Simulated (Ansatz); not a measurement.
`[NH2][Ga]([SH])[SH]` + HCl → `[NH2][Ga]([SH])[Cl]` + H₂S  (ligand exchange at a Ga–S bond)

Isolated molecules relaxed with PBE0-D4/def2-TZVP in Ansatz; ΔE leaves out vibrations. CBS: MP2 limit from def2 TZ/QZ plus the TZ coupled-cluster correction, frozen cores. This one scheme is used for every species. Functionals use def2-TZVPP. B3LYP here is the variant with VWN-RPA as its local correlation; programs differ in this. For Ga outer-core shells are correlated without core-valence functions, which leaves a few kJ/mol of doubt a bond. Scalar relativity is left out up to krypton. Each species was taken in one conformer, which may not be the lowest.

**Question.** Is it downhill or uphill in electronic energy at CCSD(T)/CBS, and by how much? (An estimate is asked.)

**Answer.** The calculation gave: Downhill: ΔE = -31.0 kJ/mol.

**Question.** What do these levels give: r2SCAN-D4, PBE, revPBE, B3LYP, r2SCANh, r2SCAN0, RPA@PBE/def2-TZVPP, HF/def2-SVP, MP2/def2-SVP, MP2/def2-TZVPP, HF/def2-QZVPP, MP2/def2-QZVPP? (Estimate.)

**Answer.** The calculation gave: r2SCAN-D4 -33.1, PBE -30.2, revPBE -31.2, B3LYP -36.3, r2SCANh -34.1, r2SCAN0 -34.9, RPA@PBE/def2-TZVPP -31.6, HF/def2-SVP -51.2, MP2/def2-SVP -39.2, MP2/def2-TZVPP -31.4, HF/def2-QZVPP -47.2, MP2/def2-QZVPP -30.8 kJ/mol.

Largest T1 diagnostic among the species: 0.012.

Leaving LDA and LC-ωPBE aside and taking each functional with its dispersion term where it has one, the values, not all of them listed here, spread over 9.1 kJ/mol, from BHLYP-D4 to revPBE-D4. At CCSD(T), def2-SVP lies −8.9 kJ/mol from the extrapolated value and def2-TZVPP −1.1 kJ/mol. From BLYP to BHLYP (50 % exact exchange), in def2-TZVPP and without D4, ΔE moves by −5.0 kJ/mol.
